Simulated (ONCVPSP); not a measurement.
# La: one change to an ONCV potential, before and after

lanthanum, optimised norm-conserving Vanderbilt (ONCV), made with ONCVPSP 4.0.1 (LDA (Perdew-Wang 92), scalar-relativistic). Core [Kr] 4d10, reference 5s2 5p6 5d1 6s2. Waves: 5s+6s: rc 2.05 bohr, ncon 3, nbas 8, qcut 5.8 1/bohr, 2 projectors; 5p: rc 2.35 bohr, ncon 4, nbas 8, qcut 4.9 1/bohr, 3 projectors, debl 1.6 Ha; 5d: rc 2.45 bohr, ncon 4, nbas 7, qcut 4.7 1/bohr, 2 projectors, debl 3.9 Ha; f scattering state at 0.1 Ha: rc 2.50 bohr, ncon 4, nbas 9, qcut 3.9 1/bohr, 2 projectors, debl 2.1 Ha. Local part: polynomial inside 1.50 bohr (lpopt 4, dvloc0 0 Ha). Core correction: Teter function, fcfact 5.25, rcfact 1.35.

In the f channel the program set the typed energies aside and used -0.169, 1.931 Ha.

All-electron outer shells of the reference configuration (LDA (PZ), scalar-relativistic, ld1.x):

```json
{"shell": "5s", "level (eV)": "-39.06", "outermost node (bohr)": "0.77", "outermost maximum (bohr)": "1.41"}
{"shell": "5p", "level (eV)": "-22.48", "outermost node (bohr)": "0.83", "outermost maximum (bohr)": "1.58"}
{"shell": "6s", "level (eV)": "-3.82", "outermost node (bohr)": "1.86", "outermost maximum (bohr)": "3.74"}
{"shell": "5d", "level (eV)": "-3.21", "outermost node (bohr)": "0.95", "outermost maximum (bohr)": "2.24"}
```

Change: core correction Teter function, fcfact 5.25, rcfact 1.

Cutoffs: the cutoffs (Ha) at which the residual kinetic energy of the hardest occupied pseudo-wave falls to 1 and 0.1 mHa per electron; they do not see the model core or the augmentation charge, which bear on the density cutoff. Errors are all-electron minus pseudo energies relative to the spin-unpolarised reference configuration.

How do hardness, ghosts and transferability respond?

The potential gets neither clearly harder nor softer (12 Ha and 14 Ha → 12 Ha and 14 Ha); of the 4 tests that both files solve, the error grows in 1 and shrinks in 2 by more than 15 % and 0.3 meV (median size 1.3 → 2.0 meV); neither file shows a bound ghost. A model core, the more so a compact one, raises the density cutoff, which this test does not measure.

```tsv
quantity	base	changed
cutoff, loose	12 Ha	12 Ha
cutoff, tight	14 Ha	14 Ha
bound ghosts	none	none
GHOST(+) flags under 300 eV	s at 95.4 eV	s at 95.4 eV
error for 5s2 5p6 5d1 6s1, meV [ΔE 6.16 eV]	-1.1	-1.0
error for 5s2 5p6 5d1 6s0, meV [ΔE 17.30 eV]	-3.4	-2.8
error for 5s2 5p6 5d0 6s0, meV [ΔE 36.40 eV]	+1.1	+2.7
error for 5s2 5p6 5d1.5 6s1.5, meV [ΔE 0.36 eV]	-1.6	-1.3
s: phases at 2.08 bohr within 0.05 rad from the reference energy up to (Ha; the scan ends near 5)	3.1	3.1
p: phases at 2.39 bohr within 0.05 rad from the reference energy up to (Ha; the scan ends near 5)	to the end of the scan	to the end of the scan
d: phases at 2.49 bohr within 0.05 rad from the reference energy up to (Ha; the scan ends near 5)	to the end of the scan	to the end of the scan
f: phases at 2.54 bohr within 0.05 rad from the reference energy up to (Ha; the scan ends near 5)	3.4	3.4
rms error of d²Exc/dni dnj with the model core, mHa	0.27	2.38
```

Base: The cutoffs count occupied waves only; projector 2 of the f channel, the hardest unoccupied one, needs 70 Ha at the loose tolerance. Changed file: The cutoffs count occupied waves only; projector 2 of the f channel, the hardest unoccupied one, needs 70 Ha at the loose tolerance.
